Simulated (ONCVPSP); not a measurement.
# Before and after: ONCV potential for Ge

| Property | Result |
| --- | --- |
| Element | Ge (Z = 32) |
| Generator | ONCVPSP 4.0.1 |
| Type | optimised norm-conserving Vanderbilt (ONCV) |
| Functional | LDA (Perdew-Zunger) |
| Relativity | scalar-relativistic |
| Frozen core | [Ar] 3d10 |
| Valence charge | 4 |
| Reference configuration | 4s2 (charge +2) |
| Partial waves | 4s: rc 1.60 bohr, ncon 3, nbas 6, qcut 4.1 1/bohr, 2 projectors, debl 1.4 Ha; p scattering state at 0.07 Ha: rc 1.65 bohr, ncon 3, nbas 7, qcut 5.9 1/bohr, 3 projectors, debl 3.8 Ha; d scattering state at 0.08 Ha: rc 1.55 bohr, ncon 4, nbas 8, qcut 5.5 1/bohr, local |
| Local potential | the d channel |
| Core correction | Teter function, fcfact 4.25, rcfact 1.75 |

In the p channel the program set the typed energies aside and used 0.050, 3.850, 7.650 Ha.

Change: all radii but the core radius scaled by about 1.20 (s 1.92, p 1.98, d 1.86 bohr).

Cutoffs: the cutoffs (Ha) at which the residual kinetic energy of the hardest occupied pseudo-wave falls to 1 and 0.1 mHa per electron; they do not see the model core or the augmentation charge, which bear on the density cutoff. Errors are all-electron minus pseudo energies relative to the spin-unpolarised reference configuration.

Q: How do hardness, ghosts and transferability respond?

A: The potential gets softer (9.3 Ha and 30 Ha → 7.5 Ha and 20 Ha); the errors of the 4 common tests hardly move; neither file shows a bound ghost. A larger radius leaves more room for a smooth pseudo-wave, so fewer plane waves are needed.

```csv
quantity,base,changed
"cutoff, loose",9.3 Ha,7.5 Ha
"cutoff, tight",30 Ha,20 Ha
bound ghosts,none,none
GHOST(+) flags under 300 eV,none,s at 131.3 eV
"error for 4s2 4p2, meV [ΔE -23.35 eV]",-329,-337
"error for 4s2 4p1, meV [ΔE -15.72 eV]",-115,-119
"error for 4s1, meV [ΔE 35.22 eV]",-217,-227
"error for 4s1 4p3, meV [ΔE -15.31 eV]",-318,-332
"rms error of d²Exc/dni dnj with the model core, mHa",7.32,7.39
```
